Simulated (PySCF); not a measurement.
**Electron correlation in Lu (lutetium, neutral)**

[Xe] 4f14 5d1 6s2, 2D determinant. All numbers are calculated (PySCF 2.14, scalar relativity by spin-free X2C-1e, in x2c-TZVPPall (11s7p7d2f2g, 99 functions)). Frozen: [Kr] 4d10; 25 electrons correlated.

```tsv
level	correlation energy (mhartree)
CCSD	-729.21
(T)	-26.92
CCSD(T)	-756.13
```

Diagnostics: T1 = 0.020, D1 = 0.0987, largest double amplitude 0.074.

Spin-orbit coupling, absent here, splits the open shell strongly.

Cost of the coupled-cluster step: roughly 5 core-minutes, for 25 correlated electrons.
